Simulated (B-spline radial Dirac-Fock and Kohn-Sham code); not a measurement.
# EELS cross sections of the P L2 edge

System: the P atom in the configuration [Ne] 3s2 3p3. The computed values come from a radial B-spline solver: the first Born approximation with generalised oscillator strengths from a Dirac-Hartree-Slater potential (longitudinal and transverse terms; continuum final states only, so no white lines or fine structure). The edge is taken at 136.0 eV (tabulated value).

Input file task.json (cfg lists n, l and occupation; rrms is the nuclear radius in fm):

```json
{"items": [{
  "Z": 15,
  "q": 0,
  "cfg": [[1, 0, 2], [2, 0, 2], [2, 1, 6], [3, 0, 2], [3, 1, 3]],
  "A": 31,
  "rrms": 3.1889,
  "do": "eels",
  "beams": [[60, 5], [60, 10], [60, 50], [60, 100], [80, 50], [80, 100], [100, 50], [100, 100], [120, 50], [200, 5], [200, 50], [200, 100], [300, 5], [300, 50]],
  "edges": {"L2": 136.0}
}]}
```

Launch: `python xray2_run.py task.json out`

Partial cross sections σ(β, Δ) in barn, integrated over a window Δ above the edge and up to the collection semi-angle β, for parallel illumination:

```
E₀ (kV)  β (mrad)  Δ = 25 eV  Δ = 50 eV  Δ = 100 eV  Δ = 200 eV  Δ = 300 eV
     60         5       7580      13200       19400       23500       24500
     60        10      11100      19600       29500       36600       38600
     60        50      16300      29700       47100       62000       67400
     60       100      16500      30300       48400       64600       71100
     80        50          ?          ?           ?           ?           ?
     80       100      13600      24900       39800       53100       58500
    100        50      11700      21400       34100       45200       49500
    100       100      11800      21500       34400       45900       50600
    120        50      10500      19200       30600       40600       44500
    200         5       5680      10100       15300       19200       20300
    200        50       8000      14600       23300       31000       34100
    200       100       8010      14600       23300       31100       34200
    300         5       5270       9410       14400       18200       19300
    300        50       6750      12300       19700       26200       28700
```

**Question.** Give the row for 80 kV and 50 mrad.

**Answer.** 13500 b for 25 eV, 24600 b for 50 eV, 39200 b for 100 eV, 51800 b for 200 eV, 56500 b for 300 eV.
